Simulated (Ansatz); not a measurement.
Program: Ansatz. Geometries: PBE0-D4/def2-TZVP. ΔE: electronic, gas phase. CBS: MP2 limit from def2 TZ/QZ plus the TZ coupled-cluster correction, frozen cores. DFT in def2-TZVPP. B3LYP here is the variant with VWN-RPA as its local correlation; programs differ in this. One conformer a species, not always the lowest.

Consider the isomerisation: `BCC[SiH2]C` → `B[Si](C)(C)C`.

`BCC[SiH2]C`:

Cartesian coordinates in Å:
```
B -0.904 -1.799 1.933
C -0.354 -0.582 1.142
C -0.852 -0.353 -0.287
Si -0.139 1.174 -1.117
C 1.726 1.078 -1.260
H -1.687 -2.569 1.451
H -0.537 -1.983 3.059
H -0.528 0.308 1.770
H 0.745 -0.671 1.172
H -0.625 -1.227 -0.908
H -1.944 -0.268 -0.293
H -0.510 2.376 -0.313
H -0.735 1.336 -2.475
H 2.027 0.208 -1.849
H 2.124 1.970 -1.749
H 2.195 1.001 -0.276
```

`B[Si](C)(C)C`:

Cartesian coordinates in Å:
```
B 0.863 -1.811 0.669
Si 0.002 -0.092 0.067
C 1.130 0.571 -1.296
C -0.095 1.179 1.448
C -1.716 -0.367 -0.645
H 0.624 -2.859 0.137
H 1.693 -1.838 1.533
H 0.727 1.513 -1.681
H 1.204 -0.127 -2.133
H 2.139 0.765 -0.926
H -0.738 0.835 2.263
H -0.503 2.125 1.080
H 0.895 1.378 1.868
H -2.404 -0.754 0.111
H -2.134 0.569 -1.027
H -1.688 -1.086 -1.468
```

```json
{"level": "PBE0-D4", "ΔE (kJ/mol)": "-27.8", "difference from CCSD(T)/CBS": "-1.7"}
{"level": "B3LYP-D4", "ΔE (kJ/mol)": "-25.3", "difference from CCSD(T)/CBS": "0.8"}
{"level": "B2PLYP", "ΔE (kJ/mol)": "-23.1", "difference from CCSD(T)/CBS": "3.0"}
{"level": "PBE", "ΔE (kJ/mol)": "-27.7", "difference from CCSD(T)/CBS": "-1.6"}
{"level": "r2SCAN", "ΔE (kJ/mol)": "-28.4", "difference from CCSD(T)/CBS": "-2.3"}
{"level": "B3LYP", "ΔE (kJ/mol)": "-22.7", "difference from CCSD(T)/CBS": "3.4"}
{"level": "HF/def2-TZVPP", "ΔE (kJ/mol)": "-16.5", "difference from CCSD(T)/CBS": "9.6"}
{"level": "CCSD/def2-TZVPP", "ΔE (kJ/mol)": "-24.6", "difference from CCSD(T)/CBS": "1.5"}
{"level": "MP2/def2-QZVPP", "ΔE (kJ/mol)": "-23.6", "difference from CCSD(T)/CBS": "2.5"}
{"level": "SCS-MP2/def2-QZVPP", "ΔE (kJ/mol)": "-21.3", "difference from CCSD(T)/CBS": "4.8"}
{"level": "CCSD(T)/CBS", "ΔE (kJ/mol)": "-26.1", "difference from CCSD(T)/CBS": "0"}
```

Largest T1 diagnostic among the species: 0.010.

In def2-TZVPP, CCSD(T) changes the Hartree–Fock value by −8.9 kJ/mol (the triples alone add −0.9 kJ/mol) and MP2 by −6.8 kJ/mol.
